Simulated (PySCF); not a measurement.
# Reading the logs of faulty runs: BCH5OSi

All numbers below are calculated, not measured. They come from PySCF 2.14.0, an open-source quantum chemistry program, on an isolated molecule that a program drew, which may never have been made. The molecule is BCH5OSi (charge 0, singlet), drawn as the SMILES string `C=B[SiH2]O`.

Each row is a Hartree-Fock (HF) and frozen-core CCSD(T) single point in the cc-pV(D+d)Z basis, meant for a local HF minimum. Run 1 is clean. Each other run has one planted mistake out of seven kinds, and not every kind appears here: one electron removed, one electron added, multiplicity raised by two, geometry at a saddle point, minimal basis STO-3G, one bond length entered in bohr, all coordinates scaled. The reference is restricted for singlets and unrestricted otherwise, and also for a bond in bohr. Adding or removing an electron swaps singlet and doublet. Electrons count all cores. HOMO and LUMO are orbital energies over both spins, the gradient is its largest component, and the lowest frequency (negative if imaginary) is given only where the gradient is small. Bond lengths are over the 8 bonds as drawn. T1 is the CCSD diagnostic: over 0.02 (restricted) or 0.045 (unrestricted) a single reference is doubtful.

Geometry of the clean run:
```xyz
9
BCH5OSi, angstrom
C    -1.6178   -2.0869    1.8347
B    -1.0350   -1.4038    0.7769
Si   -0.1575   -0.3755   -0.7110
O    -1.2427    0.4120   -1.6747
H    -1.4953   -1.7672    2.8655
H    -2.2230   -2.9768    1.6889
H     0.7748    0.5673   -0.0494
H     0.5892   -1.2757   -1.6052
H    -1.9322    0.9196   -1.2737
```

```
run  electrons  basis functions  <S^2>  HOMO (eV)  LUMO (eV)  gradient (hartree/bohr)  lowest frequency (cm^-1)  mean bond (Å)  longest bond (Å)      T1  HF (hartree)  CCSD(T) (hartree)                          mistake
  1         38               90  0.000      -8.97       1.88                  1.5e-05                       127         1.3901             2.010  0.0136    -429.24681         -429.80011                         no fault
  2         38               90  0.931      -8.77       0.78                  2.2e-02                         -         1.5109             2.053  0.0596    -429.11699         -429.66328  one bond length entered in bohr
  3         38               90  0.000      -8.90       1.83                  1.1e-02                         -         1.4068             2.034  0.0138    -429.24551         -429.80114                                ?
  4         37               90  0.756     -17.23      -6.52                  5.4e-02                         -         1.3901             2.010  0.0152    -428.96800         -429.47463                                ?
```

**Which mistake was planted in run 3, and what did it cost?**

The mean and the longest bond both change by the same factor, 1.012, and the gradient is no longer small. So the mistake is: all coordinates scaled. Subtracting run 1 and multiplying by 627.51 kcal/mol a hartree, the energy moved by 0.8 kcal/mol in HF and -0.6 kcal/mol in CCSD(T).

**Which mistake was planted in run 4, and what did it cost?**

It counts 37 electrons, one fewer than the clean run, at the same geometry and basis. So the mistake is: one electron removed. Subtracting run 1 and multiplying by 627.51 kcal/mol a hartree, the energy moved by 175.0 kcal/mol in HF and 204.2 kcal/mol in CCSD(T).

Cautions from the logs. Run 2: T1 is over the limit, so its CCSD(T) energy is less reliable.
